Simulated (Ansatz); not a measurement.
`[F][In]([F])[O]CC(F)(F)F` and `OCC(F)(F)F` differ in one atom or group.

Ansatz, PBE0-D4/def2-TZVP geometries, multiplicity 1. Each molecule was computed in one conformer, which needn't be the lowest.

Elements past krypton have def2 core potentials.

```json
{"property": "zero-point energy (PBE0-D4/def2-TZVP) / kJ/mol", "`[F][In]([F])[O]CC(F)(F)F`": "133.1"}
{"property": "LUMO energy (PBE0/def2-TZVPP) / eV", "`[F][In]([F])[O]CC(F)(F)F`": "-2.68"}
{"property": "size of the dipole moment (B3LYP/def2-TZVPP) / D", "`[F][In]([F])[O]CC(F)(F)F`": "2.90"}
{"property": "LUMO energy (ωB97M-V/def2-TZVPP) / eV", "`[F][In]([F])[O]CC(F)(F)F`": "-0.69"}
{"property": "size of the dipole moment (PBE/def2-TZVPP) / D", "`[F][In]([F])[O]CC(F)(F)F`": "2.82"}
{"property": "HOMO–LUMO gap (PBE0/def2-TZVPP) / eV", "`[F][In]([F])[O]CC(F)(F)F`": "6.29"}
```

Task: Give the same properties after the change, and the shifts. (Estimate.)

Result: Computed: 
```json
{"property": "zero-point energy (PBE0-D4/def2-TZVP) / kJ/mol", "`OCC(F)(F)F`": "152.2", "shift": "19.1"}
{"property": "LUMO energy (PBE0/def2-TZVPP) / eV", "`OCC(F)(F)F`": "0.85", "shift": "3.53"}
{"property": "size of the dipole moment (B3LYP/def2-TZVPP) / D", "`OCC(F)(F)F`": "1.71", "shift": "-1.19"}
{"property": "LUMO energy (ωB97M-V/def2-TZVPP) / eV", "`OCC(F)(F)F`": "2.34", "shift": "3.03"}
{"property": "size of the dipole moment (PBE/def2-TZVPP) / D", "`OCC(F)(F)F`": "1.60", "shift": "-1.22"}
{"property": "HOMO–LUMO gap (PBE0/def2-TZVPP) / eV", "`OCC(F)(F)F`": "9.70", "shift": "3.41"}
```

With PBE0 the HOMO rises by 0.12 eV and the LUMO rises by 3.53 eV, so the gap widens by about 3.41 eV. PBE moves the HOMO by 0.22 eV and ωB97M-V by 0.07 eV. The zero-point energy changes by 19.1 kJ/mol with -6 modes. Dipoles are sizes alone; their direction can turn.

B3LYP here is the variant with VWN-RPA as its local correlation; programs differ in this.
